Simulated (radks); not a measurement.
Neutral bismuth inside a hard spherical wall (all orbitals vanish at R), configuration held at [Hg] 6p3 and not refilled when levels cross. Calculated with a radial shooting solver on a logarithmic mesh with Libxc functionals: scalar-relativistic Kohn-Sham, PBEsol, spin-polarised, spherical densities, point nucleus; open shells are filled with parallel spins first (spin-orbit coupling, left out, can overturn this in heavy ions). Eigenvalues in eV for spin up, with the zero of energy where the potential of the charges vanishes at infinity; a dash marks a level that is unbound or too diffuse for the functional's potential to be trusted. A positive occupied level is held by the wall or, in an anion where self-interaction has pushed it up, behind a barrier. The pressure on the wall is -dE/dV.

R (bohr)	E (hartree)	kinetic (hartree)	e(5p)	e(5d)	e(6s)	e(6p)	e(7s, empty)	e(6d, empty)	pressure (GPa)
free	-21525.1206	24423.572	-95.610	-26.954	-15.016	-5.198	-	-	0
12	-21525.1206	24423.572	-95.607	-26.950	-15.013	-5.195	-0.471	1.181	0.000619
8	-21525.1166	24423.605	-95.393	-26.741	-14.840	-5.023	1.146	2.671	0.173
7	-21525.1075	24423.667	-95.071	-26.427	-14.588	-4.746	2.669	3.740	0.750
3	-21522.2735	24435.902	-77.156	-9.747	4.378	22.048	86.220	51.543	1280
2.5	-21517.9334	24453.003	-63.482	3.667	25.818	50.754	157.79	92.494	5350
2	-21503.9639	24504.182	-34.675	35.230	85.517	125.60	320.94	186.83	29100
1.5	-21447.6358	24688.570	43.018	128.71	285.99	356.24	766.32	446.84	232000
